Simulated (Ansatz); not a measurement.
A structure relaxed at PBE-D4/def2-SVP in Ansatz, charge 0, singlet:

```xyz
9

Ge   -1.8020   -0.0856    2.7591
Ge    1.5808   -1.6033   -1.6068
Ge    0.7833    1.7089   -2.0311
Ge   -0.3491   -0.0134    0.5439
O    -0.1378    1.4268   -0.4739
O     1.5061    0.0650   -2.3333
O    -2.0834   -0.3790    0.9466
O    -0.0380    0.2837    2.3097
O     0.5402   -1.4031   -0.1141
```

(1) Give its formula and point group.

(2) Summarise the bond lengths by kind (pairs closer than 1.2 times the sum of covalent radii, bridged metal pairs left out).

Results:

(1) Ge4O5 (the lowest singlet isomer of a short search). Point group C2v (tolerance 0.1 Å).

(2) 10 × Ge–O 1.78 to 1.86 Å; 1 × Ge–Ge 2.65 Å.

The structure comes from a short search, and lower isomers may exist.
